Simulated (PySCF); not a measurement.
C5H7NSSi.
SMILES with atom numbers: `[SiH3:1][S:2][c:3]1[cH:4][cH:5][cH:6][cH:7][n:8]1`

Structure used (PBE0-D3(BJ)/def2-SVP), in Å, numbered top down from 1:
```
atom  x, y, z in Å
Si1    2.9070   -0.1124    0.2878
S2     1.6854    1.2778   -0.8437
C3     0.1374    0.5774   -0.3695
C4    -1.0716    1.1194   -0.8297
C5    -2.2516    0.5153   -0.4181
C6    -2.1976   -0.5951    0.4276
C7    -0.9460   -1.0515    0.8272
N8     0.1907   -0.4785    0.4378
H9     2.6983   -0.0049    1.7568
H10    4.2738    0.4036   -0.0388
H11    2.8010   -1.5126   -0.2031
H12   -1.0728    1.9888   -1.4893
H13   -3.2135    0.9092   -0.7556
H14   -3.1054   -1.0948    0.7695
H15   -0.8485   -1.9177    1.4904
```

NICS is the negative of the GIAO shielding at a point without a nucleus: at the ring centre (0) and 1 Å above and below it (1); zz is the component along the ring normal. Level: GIAO PBE0/pcSseg-1 (PySCF, non-relativistic, gas phase) on the PBE0-D3(BJ)/def2-SVP geometry, one conformer.

Ring bond lengths (Å), with Mayer bond orders in brackets: C3–C4 1.403 (1.29), C4–C5 1.388 (1.47), C5–C6 1.397 (1.39), C6–C7 1.391 (1.42), C7–N8 1.331 (1.47), N8–C3 1.330 (1.37).

What do the NICS probes read (ppm)?

```csv
ring,type,NICS(0),"NICS(1), two faces","NICS(1)zz, two faces",rms pucker (Å),"centre to ring atoms, mean (Å)"
C3–C4–C5–C6–C7–N8,6-membered ring with N; formal bonds all aromatic,-6.8,-10.2 / -10.2,-24.8 / -24.9,0.00,1.37
```

What do they say, and how far can they be read as aromaticity?

- C3–C4–C5–C6–C7–N8: mean NICS(1)zz -24.8 ppm, shielded. For a flat ring without four-coordinate atoms the NICS criterion counts such a value as aromatic.

What does the geometric index give? HOMA = 1 − mean of α(R − Ropt)² over the ring bonds, with Krygowski's 1993 parameters (CC: Ropt 1.388 Å, α 257.7 Å⁻²; CN: Ropt 1.334 Å, α 93.52 Å⁻²).

- C3–C4–C5–C6–C7–N8: HOMA 0.99; the largest term is that of C3–C4, α(R − Ropt)² = 0.05. The geometric and the magnetic index point the same way.

How shielded are the nuclei of the rings and their hydrogens (means over atoms taken as equivalent)?

```json
{"atoms": "C3", "environment": "substituted aromatic carbon", "σ isotropic (ppm)": "16.5", "principal values of the symmetric part, first atom (ppm)": "-72.8, -4.3, 126.7"}
{"atoms": "C4", "environment": "aromatic CH carbon", "σ isotropic (ppm)": "55.8", "principal values of the symmetric part, first atom (ppm)": "-52.6, 55.9, 164.2"}
{"atoms": "C5", "environment": "aromatic CH carbon", "σ isotropic (ppm)": "42.3", "principal values of the symmetric part, first atom (ppm)": "-71.7, 22.1, 176.5"}
{"atoms": "C6", "environment": "aromatic CH carbon", "σ isotropic (ppm)": "61.1", "principal values of the symmetric part, first atom (ppm)": "-50.5, 56.6, 177.3"}
{"atoms": "C7", "environment": "aromatic CH next to a ring nitrogen", "σ isotropic (ppm)": "30.6", "principal values of the symmetric part, first atom (ppm)": "-77.0, 26.3, 142.5"}
{"atoms": "N8", "environment": "pyridine-type nitrogen", "σ isotropic (ppm)": "-76.7", "principal values of the symmetric part, first atom (ppm)": "-320.0, -154.4, 244.5"}
{"atoms": "H12", "environment": "aromatic hydrogen", "σ isotropic (ppm)": "23.84", "principal values of the symmetric part, first atom (ppm)": "19.7, 22.8, 29.0"}
{"atoms": "H13", "environment": "aromatic hydrogen", "σ isotropic (ppm)": "23.70", "principal values of the symmetric part, first atom (ppm)": "20.5, 24.1, 26.6"}
{"atoms": "H14", "environment": "aromatic hydrogen", "σ isotropic (ppm)": "24.33", "principal values of the symmetric part, first atom (ppm)": "21.7, 24.4, 26.9"}
{"atoms": "H15", "environment": "aromatic hydrogen", "σ isotropic (ppm)": "22.88", "principal values of the symmetric part, first atom (ppm)": "18.7, 23.3, 26.7"}
```

How do the values depend on the level or the medium?

```json
{"level": "PBE0/pcSseg-1, gas", "NICS(0), C3–C4–C5–C6–C7–N8": "-6.8", "mean NICS(1)zz, C3–C4–C5–C6–C7–N8": "-24.8"}
{"level": "WP04/pcSseg-1, gas", "NICS(0), C3–C4–C5–C6–C7–N8": "-7.0", "mean NICS(1)zz, C3–C4–C5–C6–C7–N8": "-24.0"}
```

The geometry is the same throughout.

Hardware: an Arm Neoverse V2 with one thread, no GPU, on a shared host. Cost: 24 s wall. This is the whole shielding run at PBE0/pcSseg-1, SCF included.
